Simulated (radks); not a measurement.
Results of a calculation; reference values are marked as such.
Problem. Sn, configuration [Kr] 4d10 5s2 5p2 (the NIST ground configuration). Level of theory: scalar-relativistic Kohn-Sham, PBE, spin-polarised, spherical densities, finite nucleus; open shells are filled with parallel spins first (spin-orbit coupling, left out, can overturn this in heavy ions); Fermi nuclear charge, rms radius 4.6519 fm (a radial shooting solver on a logarithmic mesh with Libxc functionals). Some entries of the table are withheld. Estimate them.

orbital  occ.  eigenvalue (hartree)  <1/r> (bohr^-1)
1s up       1             -1066.181            53.08
1s down     1             -1066.180            53.08
2s up       1             -160.9519            12.11
2s down     1             -160.9516            12.11
2p up       3             -144.4910            11.65
2p down     3             -144.4902            11.65
3s up       1             -31.05497            4.302
3s down     1             -31.05407            4.302
3p up       3             -25.67509            4.095
3p down     3             -25.67406            4.095
3d up       5             -17.39221            3.865
3d down     5             -17.39130            3.865
4s up       1              -4.91647            1.695
4s down     1              -4.91437            1.695
4p up       3              -3.29146            1.538
4p down     3              -3.28916            1.538
4d up       5              -0.94647            1.214
4d down     5              -0.94035            1.219
5s up       1              -0.40315              (1)
5s down     1              -0.35931              (2)
5p up       2              -0.15277           0.3980
5p down     0              -0.10513           0.3943

Solution. 
(1) 5s up <1/r> (bohr^-1): 0.5344
(2) 5s down <1/r> (bohr^-1): 0.5425
